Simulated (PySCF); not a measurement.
# Electron correlation in Bi⁷⁷⁺ (bismuth, charge +77)

[He] 2s2 2p2, high-spin 3P determinant. All numbers are calculated (PySCF 2.14, scalar relativity by spin-free X2C-1e, in an even-tempered Gaussian basis (18 s from 60 bohr⁻², ratio 2.2; 13 p from 78 bohr⁻², ratio 2.2; 5 d from 290 bohr⁻², ratio 2.4; 5 f from 430 bohr⁻², ratio 2.4; 4 g from 650 bohr⁻², ratio 2.4)). Frozen: nothing; 6 electrons correlated; the 9 highest virtual orbitals of each spin left out.

MP2 pair energies summed by pair of shells (mhartree):

| pair | energy | share (%) |
| --- | --- | --- |
| 2s-2p | -76.32 | 29.1 |
| 1s-1s | -69.00 | 26.3 |
| 2s-2s | -59.18 | 22.5 |
| 1s-2s | -25.20 | 9.6 |
| 1s-2p | -21.78 | 8.3 |
| 2p-2p | -11.07 | 4.2 |

Total MP2 correlation energy: -262.55 mhartree.

At this charge the one-electron X2C treatment keeps the bare 1/r₁₂, with no two-electron picture change or Breit term. That inflates the 1s pair energies well beyond their four-component values; and a scalar Hamiltonian misses the large spin-orbit splitting of the p shells, which matters for ns² → np² pairs.

Spin-orbit coupling is strong in this species, so the high-spin LS determinant is a model state.
